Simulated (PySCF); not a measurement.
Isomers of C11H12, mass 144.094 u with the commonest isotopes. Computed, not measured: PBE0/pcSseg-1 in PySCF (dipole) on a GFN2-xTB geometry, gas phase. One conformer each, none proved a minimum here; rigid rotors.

Problem. Order these by radius of gyration √(Σ m r²/M), smallest first.
A. `[CH:1]#[C:2][C@@H:3]1[CH2:4][C@H:5]1[C:6]1=[CH:7][CH2:8][CH:9]=[CH:10][CH2:11]1` with C4–C5–C6–C7 -17°
B. `[CH2:1]=[C:2]1[CH2:3][CH2:4][C@H:5]1[c:6]1[cH:7][cH:8][cH:9][cH:10][cH:11]1` with C4–C5–C6–C7 -118°
C. `[CH2:1]=[CH:2][CH2:3]/[CH:4]=[CH:5]\[c:6]1[cH:7][cH:8][cH:9][cH:10][cH:11]1` with C1–C2–C3–C4 -120°, C2–C3–C4–C5 -113°, C4–C5–C6–C7 48°
D. `[CH:1]#[C:2][c:3]1[cH:4][cH:5][cH:6][cH:7][c:8]1[CH2:9][CH2:10][CH3:11]` with C7–C8–C9–C10 -102°, C8–C9–C10–C11 63°
E. `[CH2:1]=[CH:2]/[CH:3]=[CH:4]/[CH2:5][c:6]1[cH:7][cH:8][cH:9][cH:10][cH:11]1` with C1–C2–C3–C4 179°, C3–C4–C5–C6 -120°, C4–C5–C6–C7 -96°
F. `[CH2:1]=[CH:2][CH2:3][C@@:4]12[CH:5]=[CH:6][C@H:7]3[CH:8]=[CH:9][C@@H:10]1[C@@H:11]23` with C1–C2–C3–C4 124°, C2–C3–C4–C5 -63°, C3–C4–C5–C6 -152°, C5–C6–C7–C8 -91°, C6–C7–C8–C9 91°, C8–C9–C10–C11 7°

Solution. F (2.271 Å), D (2.334 Å), B (2.389 Å), A (2.637 Å), C (2.699 Å), E (2.878 Å).

Problem. Order these by rotational constant B, largest first.
A. `[CH2:1]=[C:2]1[CH2:3][CH2:4][C@H:5]1[c:6]1[cH:7][cH:8][cH:9][cH:10][cH:11]1` with C4–C5–C6–C7 -118°
B. `[CH:1]#[C:2][C@@H:3]1[CH2:4][C@H:5]1[C:6]1=[CH:7][CH2:8][CH:9]=[CH:10][CH2:11]1` with C4–C5–C6–C7 -17°
C. `[CH2:1]=[CH:2][CH2:3][C@@:4]12[CH:5]=[CH:6][C@H:7]3[CH:8]=[CH:9][C@@H:10]1[C@@H:11]23` with C1–C2–C3–C4 124°, C2–C3–C4–C5 -63°, C3–C4–C5–C6 -152°, C5–C6–C7–C8 -91°, C6–C7–C8–C9 91°, C8–C9–C10–C11 7°
D. `[CH:1]#[C:2][c:3]1[cH:4][cH:5][cH:6][cH:7][c:8]1[CH2:9][CH2:10][CH3:11]` with C7–C8–C9–C10 -102°, C8–C9–C10–C11 63°
E. `[CH2:1]=[CH:2][CH2:3]/[CH:4]=[CH:5]\[c:6]1[cH:7][cH:8][cH:9][cH:10][cH:11]1` with C1–C2–C3–C4 -120°, C2–C3–C4–C5 -113°, C4–C5–C6–C7 48°
F. `[CH2:1]=[CH:2]/[CH:3]=[CH:4]/[CH2:5][c:6]1[cH:7][cH:8][cH:9][cH:10][cH:11]1` with C1–C2–C3–C4 179°, C3–C4–C5–C6 -120°, C4–C5–C6–C7 -96°
G. `[CH2:1]=[CH:2][C@@H:3]1[CH2:4][CH2:5][c:6]2[cH:7][cH:8][cH:9][cH:10][c:11]21` with C1–C2–C3–C4 -119°, C2–C3–C4–C5 -149°, C3–C4–C5–C6 27°, C4–C5–C6–C7 164°, C2–C3–C11–C10 -41°

Solution. D (1080 MHz), G (924.3 MHz), C (807.7 MHz), A (717.5 MHz), B (597.7 MHz), E (570.9 MHz), F (471.7 MHz).

Problem. Order these by rotational constant C, smallest first.
A. `[CH2:1]=[CH:2][CH2:3]/[CH:4]=[CH:5]\[c:6]1[cH:7][cH:8][cH:9][cH:10][cH:11]1` with C1–C2–C3–C4 -120°, C2–C3–C4–C5 -113°, C4–C5–C6–C7 48°
B. `[CH2:1]=[CH:2]/[CH:3]=[CH:4]/[CH2:5][c:6]1[cH:7][cH:8][cH:9][cH:10][cH:11]1` with C1–C2–C3–C4 179°, C3–C4–C5–C6 -120°, C4–C5–C6–C7 -96°
C. `[CH:1]#[C:2][C@@H:3]1[CH2:4][C@H:5]1[C:6]1=[CH:7][CH2:8][CH:9]=[CH:10][CH2:11]1` with C4–C5–C6–C7 -17°
D. `[CH2:1]=[CH:2][C@@H:3]1[CH2:4][CH2:5][c:6]2[cH:7][cH:8][cH:9][cH:10][c:11]21` with C1–C2–C3–C4 -119°, C2–C3–C4–C5 -149°, C3–C4–C5–C6 27°, C4–C5–C6–C7 164°, C2–C3–C11–C10 -41°
E. `[CH:1]#[C:2][c:3]1[cH:4][cH:5][cH:6][cH:7][c:8]1[CH2:9][CH2:10][CH3:11]` with C7–C8–C9–C10 -102°, C8–C9–C10–C11 63°
F. `[CH2:1]=[CH:2][CH2:3][C@@:4]12[CH:5]=[CH:6][C@H:7]3[CH:8]=[CH:9][C@@H:10]1[C@@H:11]23` with C1–C2–C3–C4 124°, C2–C3–C4–C5 -63°, C3–C4–C5–C6 -152°, C5–C6–C7–C8 -91°, C6–C7–C8–C9 91°, C8–C9–C10–C11 7°

Solution. B (444.0 MHz), A (494.0 MHz), C (518.2 MHz), D (655.3 MHz), E (688.5 MHz), F (752.6 MHz).

| SMILES | point group | Ia (u·Å²) | Ib (u·Å²) | Ic (u·Å²) | κ | μa (D) | μb (D) | μc (D) |
| --- | --- | --- | --- | --- | --- | --- | --- | --- |
| C#Cc1ccccc1CCC | C1 | 367.45 | 467.83 | 734.04 | 0.14 | 0.10 | 0.47 | 0.05 |
| C#C[C@@H]1C[C@H]1C1=CCC=CC1 | C1 | 183.99 | 845.49 | 975.26 | -0.93 | 0.75 | 0.42 | 0.20 |
| C=CC/C=C\c1ccccc1 | C1 | 190.25 | 885.27 | 1023.12 | -0.93 | 0.13 | 0.03 | 0.21 |
| C=C[C@@H]1CCc2ccccc21 | C1 | 252.76 | 546.76 | 771.17 | -0.60 | 0.13 | 0.49 | 0.05 |
| C=CC[C@@]12C=C[C@H]3C=C[C@@H]1[C@H]32 | C1 | 189.16 | 625.71 | 671.50 | -0.94 | 0.05 | 0.10 | 0.23 |
| C=C1CC[C@H]1c1ccccc1 | C1 | 206.60 | 704.33 | 733.86 | -0.97 | 0.30 | 0.28 | 0.27 |
| C=C[C@@H](C)c1cccc2c1C2 | C1 | 261.11 | 627.24 | 743.87 | -0.80 | 0.18 | 0.19 | 0.23 |
| C=C/C=C/Cc1ccccc1 | C1 | 176.90 | 1071.33 | 1138.31 | -0.98 | 0.23 | 0.17 | 0.05 |
